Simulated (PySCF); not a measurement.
One entry of a table of gas-phase calculations, keyed by method. Lists by class give the value and the number of equivalent atoms.

```json
{
 "formula": "C7H14N2Si",
 "smiles": "Cc1cc(C)n([SiH](C)C)n1",
 "inchi": "InChI=1S/C7H14N2Si/c1-6-5-7(2)9(8-6)10(3)4/h5,10H,1-4H3",
 "charge": 0,
 "multiplicity": 1,
 "geometry_level": "GFN2-xTB",
 "atoms_angstrom": [
  ["C", 3.288, 1.277, -0.494],
  ["C", 2.083, 0.427, -0.298],
  ["C", 2.013, -0.983, -0.296],
  ["C", 0.692, -1.276, -0.073],
  ["C", 0.006, -2.589, 0.023],
  ["N", 0.032, -0.093, 0.049],
  ["Si", -1.671, 0.271, 0.326],
  ["C", -2.656, -0.189, -1.235],
  ["C", -1.765, 2.119, 0.708],
  ["N", 0.891, 0.941, -0.091],
  ["H", 3.003, 2.325, -0.458],
  ["H", 4.02, 1.078, 0.289],
  ["H", 3.752, 1.062, -1.455],
  ["H", 2.822, -1.673, -0.436],
  ["H", -0.633, -2.627, 0.904],
  ["H", -0.617, -2.76, -0.854],
  ["H", 0.745, -3.384, 0.083],
  ["H", -2.092, -0.561, 1.468],
  ["H", -2.298, 0.365, -2.099],
  ["H", -3.71, 0.037, -1.111],
  ["H", -2.576, -1.247, -1.469],
  ["H", -1.251, 2.353, 1.634],
  ["H", -1.294, 2.699, -0.079],
  ["H", -2.796, 2.446, 0.804]
 ],
 "electronic_structure_code": "PySCF",
 "results": {
  "GFN2-xTB geometry": {
   "point_group": "C1",
   "rotational_constants_GHz": [1.649, 0.864, 0.631]
  },
  "PBE0/pcSseg-1 ground state and GIAO shieldings, non-relativistic": {
   "dipole_D": 1.8,
   "homo_eV": -6.64,
   "lumo_eV": 0.6,
   "shift_vs_computed_TMS_C_by_class_ppm": [
    [155.4, 1],
    [150.6, 1],
    [113.1, 1],
    [16.2, 1],
    [13.7, 1],
    [-1.4, 2]
   ],
   "shift_vs_computed_TMS_H_by_class_ppm": [
    [6.11, 1],
    [5.41, 1],
    [2.45, 3],
    [2.38, 3],
    [0.47, 6]
   ],
   "shielding_other_nuclei_by_class_ppm": [
    ["N", -79.1, 1],
    ["N", 40.1, 1],
    ["Si", 359.3, 1]
   ],
   "charges_hirshfeld_e_by_atom": [-0.12, 0.03, -0.12, 0.03, -0.11, -0.07, 0.43, -0.22, -0.21, -0.15, 0.05, 0.05, 0.05, 0.05, 0.05, 0.05, 0.06, -0.08, 0.05, 0.04, 0.04, 0.05, 0.04, 0.04]
  }
 }
}
```

The dipole matches unit charges of opposite sign 0.38 Å apart (1 e·Å = 4.8032 D). With B = h/(8π²I), that is 505.379 GHz u Å² over I, the principal moments of inertia are 306.4, 584.9 and 800.7 u Å² (most abundant isotopes); the inertial defect Ic − Ia − Ib is -90.6 u Å² (zero for a rigid planar frame, negative otherwise). The rotational constants make it an asymmetric top with κ = (2B − A − C)/(A − C) = -0.54, nearer the prolate limit (−1).

One conformer (not necessarily the lowest) at the GFN2-xTB geometry, without solvent or vibrations. NMR classes are plain means over equivalent atoms (diastereotopic ones count apart unless rotation or inversion swaps them), as if these changed places fast; in this geometry the members of some classes differ.

Shape of the structure used: `[CH3:1][c:2]1[cH:3][c:4]([CH3:5])[n:6]([SiH:7]([CH3:8])[CH3:9])[n:10]1`: C4–N6–Si7–C8 -70°.
